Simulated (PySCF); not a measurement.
Molfile (atoms numbered from 1):
```
C2H8AlN
     RDKit          3D

 12 11  0  0  0  0  0  0  0  0999 V2000
   -0.3520    1.3931   -0.0005 C   0  0  0  0  0  0  0  0  0  0  0  0
    0.0757    0.0180    0.0779 N   0  0  0  0  0  0  0  0  0  0  0  0
   -0.9264   -0.9064   -0.3923 C   0  0  0  0  0  0  0  0  0  0  0  0
    1.6773   -0.4862    0.6848 Al  0  0  0  0  0  3  0  0  0  0  0  0
   -1.2626    1.5765    0.6037 H   0  0  0  0  0  0  0  0  0  0  0  0
    0.4333    2.0716    0.3671 H   0  0  0  0  0  0  0  0  0  0  0  0
   -0.5924    1.6916   -1.0403 H   0  0  0  0  0  0  0  0  0  0  0  0
   -1.8636   -0.8316    0.1943 H   0  0  0  0  0  0  0  0  0  0  0  0
   -0.5698   -1.9453   -0.3185 H   0  0  0  0  0  0  0  0  0  0  0  0
   -1.1958   -0.7194   -1.4508 H   0  0  0  0  0  0  0  0  0  0  0  0
    1.9935   -2.0417    0.7021 H   0  0  0  0  0  0  0  0  0  0  0  0
    2.6700    0.6563    1.1632 H   0  0  0  0  0  0  0  0  0  0  0  0
  1  2  1  0
  2  3  1  0
  2  4  1  0
  1  5  1  0
  1  6  1  0
  1  7  1  0
  3  8  1  0
  3  9  1  0
  3 10  1  0
  4 11  1  0
  4 12  1  0
M  END
```

Level of theory: PBE0-D3(BJ)/def2-SVP structure, σ from GIAO-B97-2/pcSseg-2, in PySCF (one computed conformer, non-relativistic Hamiltonian, equivalent nuclei averaged, in vacuum).

Shifts are taken against calculated references (same method and geometry level): TMS for ¹³C and ¹H; ¹⁵N vs NH3; ²⁷Al against AlH4-.

```tsv
atoms	nucleus	count	δ (ppm)
Al4	²⁷Al	1	?
C1/C3	¹³C	2	43.5
N2	¹⁵N	1	90.1
H5/H6/H7/H8/H9/H10	¹H	6	2.87
H11/H12	¹H	2	?
```

**Question.** Estimate the values marked ?.

**Answer.** 
- H11/H12: 4.30 ppm, hydrogen on an aluminium bonded to N
- Al4: 124.1 ppm, aluminium bonded to N, 2 H

Hydrides on Al or Ga are broadened by the quadrupolar metal nucleus. Shifts are as computed. Against solution values, carbons near 30 ppm lie about +4 ppm off and those near 130 ppm about +7 ppm. Of 1211 compounds with measured shifts, 218 miss one by over three times the rms of a fit or turn the order of signals round; such compounds aren't used in these exercises. Experimental scales use liquid or dissolved standards, which lie at an offset from isolated NH3 (liquid NH3: subtract about 20 ppm).
